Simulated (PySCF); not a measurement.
Gas-phase reaction: InH2Cl ⇌ InH + HCl

Energies from PySCF, thermal terms from the rigid-rotor harmonic-oscillator model, ideal gas at 1 bar. † marks an energy on the PBE0/def2-TZVP geometry and frequencies; other levels use their own. MP2 and CCSD(T) freeze the core. All species are closed-shell singlets. In: scalar-relativistic def2 core potential, no spin-orbit coupling. InH2Cl, InH: computed as isolated molecules; such fragments, hydroxides, amides, oligomers or adducts are transient or little studied in the gas. MP2 isn't extrapolated to the basis-set limit; its ΔH°(298 K) is 131.1 kJ in def2-SVP and 121.4 kJ in def2-TZVPP. CCSD(T) isn't extrapolated to the basis-set limit; its ΔH°(298 K) is 112.5 kJ in def2-SVP and 117.8 kJ in def2-TZVPP. The harmonic model lacks anharmonicity and excited electronic states, which grow with temperature; levels with a mode under 35 cm⁻¹ are left out.

| level | ΔE electronic, kJ | ΔH°(298 K), kJ | ΔS°(298 K), J/K | ΔG°(800 K), kJ |
|---|---|---|---|---|
| BLYP/def2-TZVP† | 92 | 90 | 118 | -5 |
| CCSD(T)/def2-SVP† | 115 | 113 | 118 | 18 |
| CCSD(T)/def2-TZVPP† | 120 | 118 | 118 | 24 |
| MP2/def2-SVP† | 133 | 131 | 118 | 37 |
| MP2/def2-TZVPP† | 124 | 121 | 118 | 27 |
| PBE/def2-SVP | 117 | 115 | 118 | 22 |
| PBE/def2-TZVP† | 116 | 114 | 118 | 19 |
| PBE0/def2-TZVP | 127 | 125 | 118 | 31 |
| r2SCAN/def2-TZVP† | 139 | 137 | 118 | 42 |
ΔH° is lowest at BLYP/def2-TZVP† and highest at r2SCAN/def2-TZVP†. No reference value is set beside these.
